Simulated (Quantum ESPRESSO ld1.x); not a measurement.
Q: Species: the gadolinium ion Gd2.25+. Configuration: [Xe] 4f5.75 5d1 6s1 (fractional occupations, a model configuration). Method: Dirac Kohn-Sham, BLYP, spin-unpolarised, spherical densities, point nucleus; open shells are shared between the two j in proportion to 2j + 1; computed with ld1.x of Quantum ESPRESSO 7.5. Some entries of the table are withheld. Estimate them.

orbital     occ.  eigenvalue (hartree)  <r> (bohr)  r(max) (bohr)
1s1/2          2              -1840.66     0.02190        0.01391
2s1/2          2              -304.683     0.09274        0.07917
2p1/2          2              -289.355     0.07746        0.05981
2p3/2          4              -263.776     0.08430        0.06564
3s1/2          2              -68.4355      0.2440            (1)
3p1/2          2              -61.7967      0.2337         0.2117
3p3/2          4              -56.5515      0.2467         0.2240
3d3/2          4                   (2)      0.2188            (3)
3d5/2          6                   (4)      0.2228            (5)
4s1/2          2              -14.6553      0.5515         0.5154
4p1/2          2              -12.0683      0.5631         0.5196
4p3/2          4              -10.8906      0.5922         0.5456
4d3/2          4              -6.62526      0.6257         0.5526
4d5/2          6              -6.41085      0.6359         0.5610
5s1/2          2              -2.70348       1.297          1.177
5p1/2          2              -1.95866       1.434          1.272
5p3/2          4              -1.77888       1.516          1.342
4f5/2    2.46429              -1.36228      0.7949         0.5549
4f7/2    3.28571              -1.33170      0.8033         0.5593
5d3/2        0.4              -0.79521       2.090          1.719
5d5/2        0.6              -0.77729       2.129          1.752
6s1/2          1              -0.70085       3.146          2.867

A: 
(1) 3s1/2 r(max) (bohr): 0.2245
(2) 3d3/2 eigenvalue (hartree): -45.0890
(3) 3d3/2 r(max) (bohr): 0.1780
(4) 3d5/2 eigenvalue (hartree): -43.9467
(5) 3d5/2 r(max) (bohr): 0.1815
